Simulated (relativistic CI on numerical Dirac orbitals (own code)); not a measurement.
**Hyperfine structure of Sm⁴⁵⁺, mass number 149**

Computed by Dirac-Coulomb-Breit CI, separate exchange-only KLI orbitals for each configuration, model QED (radiative potential, 1s self-energy scaled to tabulated hydrogen-like ionisation energies), unscaled Slater integrals (own radial code, finite nucleus).

Configurations in the expansion (outside the closed core [Ne]): 3s2 3p5, 3s 3p6, 3s2 3p4 3d, 3s 3p5 3d, 3p6 3d, 3s 3p4 3d2, 3s2 3p3 3d 4p, 3p6 4s, 3s 3p4 3d 4s, 3s2 3p4 4s, 3p6 4p, 3s2 3p4 4p, 3s2 3p3 3d2, 3s2 3p2 3d3, 3s 3p3 3d3, 3s2 3p2 3d2 4s, 3s2 3p2 3d2 4p. Double excitations out of closed p, d and f shells are left out; levels of such configurations are missing from the list, as are those of other unlisted configurations, and high levels can miss mixing partners.

Nuclear spin I = 7/2, μ = -0.6677 μN, Q = 0.075 b (tables of Stone and Pyykkö). The electronic factors are computed for point nuclear moments, without core polarisation or the Bohr-Weisskopf and QED corrections.

| Level | E (cm⁻¹) | A (GHz) | B (GHz) |
| --- | --- | --- | --- |
| 3s2 3p5 2P°_3/2 | 0 | -21.47 | -16.3 |
| 3s2 3p5 2P°_1/2 | 1204248 | -154.8 |  |
| 3s2 3p4 3d 2D_3/2 | 1695369 | -11.89 | 9.74 |
| 3s2 3p4 3d 4F_9/2 | 1817645 | -12.17 | 5.38 |
| 3s2 3p4 3d 2P_1/2 | 1830558 | -13.57 |  |
| 3s2 3p4 3d 2D_5/2 | 1999477 | -6.031 | 17.4 |
| 3s 3p6 2S_1/2 | 2415038 | -355.8 |  |

Levels with J = 0, under 50 % of one LS term, or S terms without an open s electron are left out. Small factors come from cancelling terms and can be off by tens of per cent or more.

At this charge energies of transitions that change n are usually good to better than 1 %, and those within a shell (Δn = 0) to a few per cent.

(1) Give the hyperfine levels of 3s2 3p5 2P°_1/2 relative to its centre of gravity.

## Answers

(1) With K = F(F + 1) − I(I + 1) − J(J + 1), E = AK/2: F = 3: 348.3, F = 4: -270.9 GHz.

LS names give the leading component of a level, which can be under half, so a name can repeat, a term be missing and a line seem to break the LS rules.
